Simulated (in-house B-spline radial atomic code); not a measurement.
Results of a calculation; reference values are marked as such.
**Building a PAW d channel for In, r_c = 0.906 bohr**

In, [Kr] 4d10 5s2 5p1, non-relativistic PBE, spherical and spin-unpolarised, from an all-electron radial atomic-structure program (B-spline basis) (atomic units; all potentials screened as in the neutral atom).

Two all-electron partial waves φ1, φ2 are integrated outwards at E1 = ε(4d) = -0.726892 and E2 = E1 + 2 hartree; φ1 is the bound orbital and φ2 has unit norm inside r_c = 0.9063 bohr. Smooth partners are polynomials, r^3(a0 + a1 r² + a2 r⁴ + a3 r⁶), matched to φ and three derivatives at r_c, with no condition on the norm. The local potential is -43.5419 + (116.367) r² + (-135.985) r⁴ + (60.2417) r⁶ inside 0.742 bohr and the all-electron one outside.

```tsv
wave	φ(r_c)	φ'(r_c)	a0	a1	a2	a3
1	0.9983746	0.0878361	6.218949	-10.87438	7.690985	-2.047506
2	1.44127	-2.14165	13.27249	-26.04802	19.25306	-5.288066
```

Inside r_c the overlaps are <φi φj> = [[0.32378, 0.56619], [0.56619, 1.00000]] and, for the smooth waves, [[0.30462, 0.53153], [0.53153, 0.93611]]. With χj = (Ej − T − V_local) applied to smooth wave j, the program's quadrature gives the matrix B_ij = <smooth i, χj> as [[0.77914, 1.45469], [1.52402, 2.86831]].

Task: Check the match of the first wave, and find the augmentation charges q_ij.

Result: At r_c the four terms are 4.62949, -6.64912, 3.86265, -0.84464, which sum to 0.9984, φ1(r_c) to rounding. q_ij is the all-electron overlap less the smooth one: [[0.01916, 0.03466], [0.03466, 0.06389]]. The smooth first wave has a norm of 0.3046 inside r_c against 0.3238, and q11 > 0 puts back the missing charge.

Task: B isn't symmetric. Show that D_ij = B_ij + Ej q_ij is.

Result: Integrating by parts gives B12 − B21 = (E1 − E2) q12: 1.45469 − (1.52402) = -0.06933, and −2 × (0.03466) = -0.06932. So D12 = 1.45469 + (1.273108)(0.03466) = 1.49882 and D21 = 1.52402 + (-0.726892)(0.03466) = 1.49883; D11 = 0.76521, D22 = 2.94965. The projectors, p = (B⁻¹)ᵀ χ, are dual to the smooth waves; det B = 0.018, small beside B11 B22, as the two smooth waves look alike inside r_c.

Solving (T + V_local + Σ p D p) ψ = E (1 + Σ p q p) ψ in a sphere of 9 bohr gives these levels:

```json
{"all-electron": "-0.726892", "one projector": "-0.726892", "two projectors": "-0.726892"}
{"all-electron": "0.088885", "one projector": "0.088832", "two projectors": "0.088885"}
{"all-electron": "0.339668", "one projector": "0.339408", "two projectors": "0.339668"}
{"all-electron": "0.749844", "one projector": "0.749022", "two projectors": "0.749844"}
{"all-electron": "1.304450", "one projector": "1.302300", "two projectors": "1.304450"}
```

Task: What does the second projector gain?

Result: With one projector the errors are 0.00, -0.05, -0.26, -0.82, -2.15 millihartree. With two the errors are 0.00, 0.00, 0.00, 0.00, 0.00 millihartree. The scattering is exact at E1 and at E2 = 1.273, and over all levels compared the largest error is under 0.01 millihartree. The lowest eigenvalue of the overlap operator is 1 with one and 1 with two projectors. The smooth orbital alone needs a cutoff of 49.6 hartree for 1 millihartree of kinetic energy, against 72 for a norm-conserving Troullier-Martins orbital of the same radius; part of the gain comes from giving up the norm, part from the simpler form.
